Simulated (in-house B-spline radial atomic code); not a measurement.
Cl⁵⁺. Computed with a B-spline radial atomic code. Model: all-electron spherical atom, spin shells full or empty, radial basis limit, no spin-orbit coupling, Breit or QED, empty-state partial waves extrapolated as (l+1/2)^-4, RPA, G0W0 and static COHSEX of the highest shell as one setting changes (uncorrelated shells keep exact exchange).

Given: element Cl; charge 5; filled core Ne; hamiltonian non-relativistic; mean-field start r2SCAN; highest l of empty states 9; highest mean-field shell 3s.

Shell: 3s 1 1 (electrons up and down).

```json
{"lowest nl shells left uncorrelated": "0", "RPA correlation energy (hartree)": "-0.75288", "G0W0 level (eV)": "-97.187", "G0W0 minus most complete (meV)": "0", "COHSEX level (eV)": "-100.02", "removal by RPA minus most complete (meV)": "0"}
{"lowest nl shells left uncorrelated": "1", "RPA correlation energy (hartree)": "?", "G0W0 level (eV)": "?", "G0W0 minus most complete (meV)": "?", "COHSEX level (eV)": "?", "removal by RPA minus most complete (meV)": "?"}
{"lowest nl shells left uncorrelated": "2", "RPA correlation energy (hartree)": "?", "G0W0 level (eV)": "?", "G0W0 minus most complete (meV)": "?", "COHSEX level (eV)": "?", "removal by RPA minus most complete (meV)": "?"}
{"lowest nl shells left uncorrelated": "3", "RPA correlation energy (hartree)": "-0.11166", "G0W0 level (eV)": "-96.864", "G0W0 minus most complete (meV)": "323.1", "COHSEX level (eV)": "-99.555", "removal by RPA minus most complete (meV)": "-360.5"}
```

Question: What follows for lowest nl shells left uncorrelated = 2?

Answer: RPA correlation energy -0.47983 hartree; G0W0 level -97.229 eV; G0W0 minus most complete -42.2 meV; COHSEX level -100.09 eV; removal by RPA minus most complete 30.4 meV.

Question: What follows for lowest nl shells left uncorrelated = 1?

Answer: RPA correlation energy -0.62444 hartree; G0W0 level -97.183 eV; G0W0 minus most complete 4 meV; COHSEX level -100 eV; removal by RPA minus most complete -0.9 meV.
